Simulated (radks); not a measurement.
Values are calculated unless marked as measured or tabulated.
Spherical quantum dot in the effective-mass picture: electrons in a well V = -V0 / (1 + exp((r - R)/a)) with V0 = 17.5, R = 3.19, a = 0.19, with a point charge +2 (a donor) at the centre, all in effective atomic units (hartree* = m*/eps^2 hartree, bohr* = eps/m* bohr), one dielectric constant everywhere. Level of theory: non-relativistic Kohn-Sham, exchange-only LDA, spin-polarised, spherical densities (a radial shooting solver with Libxc functionals). Levels are named by radial order and angular momentum (1s, 1p, 1d, 2s, ...), and open shells are averaged over m.

N = 15, configuration 1s2 1p6 1d(up 5, down 0) 2s2. This is the lowest configuration that the search found. Occupied and some empty levels:

| level | occupation | eigenvalue (hartree*) | <r> (bohr*) |
|---|---|---|---|
| 1s up | 1 | -11.632 | 1.509 |
| 1s down | 1 | -11.546 | 1.427 |
| 1p up | 3 | -11.111 | 2.017 |
| 1p down | 3 | -10.981 | 2.007 |
| 2s up | 1 | -10.658 | 1.406 |
| 2s down | 1 | -10.589 | 1.471 |
| 1d up | 5 | -10.554 | 2.152 |
| 1d down | 0 | -10.418 | 2.151 |
| 1f up | 0 | -9.8500 | 2.250 |
| 1f down | 0 | -9.7126 | 2.252 |
| 2p up | 0 | -9.0856 | 1.664 |
| 1g up | 0 | -9.0080 | 2.330 |
| 2p down | 0 | -9.0070 | 1.660 |
| 1g down | 0 | -8.8715 | 2.333 |

Energy (hartree*): total -213.838, kinetic 18.334, external -278.26, Hartree 52.501, exchange-correlation -6.4145.
